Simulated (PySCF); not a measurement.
Sn(Cl)2 cation (Cl2Sn), SMILES [Cl][Sn][Cl] (connectivity only; charge and spin as stated), charge +1, multiplicity 2. Atoms are numbered in the order given.

```xyz
3

Sn     0.0000     0.0000     0.4626
Cl     0.0000    -1.9634    -0.6802
Cl     0.0000     1.9634    -0.6802
```
Charge +1, spin multiplicity 2.

The structure is a stationary point at PBE0-D3(BJ)/def2-TZVP. The multiplicity is an assumed one; other spin states were not compared. The isomer is the one that the SMILES or the coordinates give; other isomers of the formula were not compared. The def2 effective core potentials stand for the cores of Sn; spin–orbit coupling is left out.

Calculation: ωB97X/def2-TZVPD run with PySCF.

Mulliken values depend strongly on the basis, most of all with diffuse functions as here. ESP charges are fitted to the potential on shells at 1.4 to 2.0 van der Waals radii. Atomic charges (e):

```csv
atom,ESP fit,Mulliken,Mulliken spin
Sn1,0.93,1.31,0.46
Cl2,0.03,-0.16,0.27
Cl3,0.03,-0.16,0.27
```
